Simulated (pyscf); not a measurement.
Structures and frequencies: ωB97X-D3(BJ)/def2-SVP in PySCF. Correlated levels are frozen-core, on RHF or UHF. ΔMP2 is the change of the MP2 total energy from the triple- to the quadruple-zeta basis.

PBE/def2-TZVP puts the barrier of H₃C–Si:–CH₃ (SMILES C[Si]C) [singlet] → H₂C=SiH–CH₃ (SMILES C=[SiH]C) (hydrogen shift; singlet surface; C–H broken, H–Si formed) at 1.43 eV and the reaction energy at -0.13 eV, from the reactant's lowest minimum found. What do r²SCAN/def2-TZVP, PBE0-D3(BJ)/def2-TZVP, CCSD(T)/def2-TZVPP + ΔMP2(QZVPP) give on the same structures?

r²SCAN: ΔE‡ = 1.47 eV, ΔE = -0.22 eV; PBE0-D3(BJ): ΔE‡ = 1.63 eV, ΔE = -0.08 eV; CCSD(T): ΔE‡ = 1.66 eV, ΔE = -0.09 eV. PBE's barrier lies under all of them, by 0.04 to 0.23 eV. Its reaction energy lies among theirs. H₃C–Si:–CH₃ [singlet] lies 0.32 eV over its isomer H₂C=CH–SiH₃, and others may lie lower still (electronic energy, ωB97M-D3(BJ)). H₂C=SiH–CH₃ lies 0.32 eV over its isomer H₂C=CH–SiH₃, and others may lie lower still (electronic energy, ωB97M-D3(BJ)). This is the saddle that the search found; another between the same sides may lie lower. The CCSD(T) − MP2 part came from Ansatz, without density fitting, on the same reference.
